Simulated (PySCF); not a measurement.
CH8O2Si2, SMILES [SiH3][Si](O)(C)O.

Geometry: r2SCAN-D4/def2-SVP. The structure was generated by enumeration, and PubChem lists no compound with its InChIKey, so it may never have been made. Other conformers were not sampled.

Two levels are set side by side: PBE/def2-TZVP (PySCF) and CAM-B3LYP/def2-TZVP (PySCF). Same geometry, gas phase. Differences are taken from unrounded values.

| quantity | CAM-B3LYP | PBE | PBE minus CAM-B3LYP |
|---|---|---|---|
| orbital gap (eV) | 10.06 | 5.68 | -4.38 |
| highest occupied level (eV) | -8.89 | -6.31 | 2.57 |
| lowest empty level (eV) | 1.18 | -0.63 | -1.81 |
| dipole moment (D) | 2.60 | 2.55 | -0.05 |
| mean polarisability (bohr³) | 72.7 | 77.3 | 4.6 |

PBE's occupied levels lie high since its potential decays too fast outside the molecule; exact exchange lowers them and widens the gap. PBE's more diffuse valence density responds more strongly to a field. Differences between two approximate levels are no errors against the true value.

Rough cost on one machine, each run with all the roots and properties that it gave: CAM-B3LYP against PBE within a factor of 2.
